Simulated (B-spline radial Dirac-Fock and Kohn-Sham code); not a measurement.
Calculated with a B-spline atomic structure program, using Dirac-Fock (average of configuration) total-energy differences with a finite nucleus, the Breit interaction including its frequency dependence, and self-energy and vacuum-polarisation corrections. Correlation energy is missing from these numbers.

Question: An atom or ion in its tabulated ground configuration has these computed binding energies (the last is its least bound level). Which is it?

| level | binding energy (eV) |
| --- | --- |
| K | 28292.4 |
| L2 | 4292.3 |
| M1 | 1167.4 |
| M4 | 789.6 |
| M5 | 781.9 |
| N1 | 423.9 |
| N2,3 | 371.3 |

Answer: In¹⁴⁺: Z = 49 with 35 electrons, [Ar] 3d10 4s2 4p5. The hydrogen-like estimate √(E/Ry) = 45.6 for the K level lies 3.4 below Z (screening lowers it, relativity raises it); the outermost level, at 371.3 eV, fixes the charge.

Question: Identify the element and charge state from the binding energies below (tabulated ground configuration; the least bound level is included).

| level | binding energy (eV) |
| --- | --- |
| 1s | 21940.5 |
| 2s | 3927.2 |
| 2p1/2 | 3678.1 |
| 2p3/2 | 3560.3 |
| 3p1/2 | 1192.0 |
| 3p3/2 | 1167.6 |
| 3d | 1027.9 |

Answer: Tc²²⁺: Z = 43 with 21 electrons, [Ar] 3d3. The hydrogen-like estimate √(E/Ry) = 40.2 for the K level lies 2.8 below Z (screening lowers it, relativity raises it); the outermost level, at 1027.9 eV, fixes the charge.
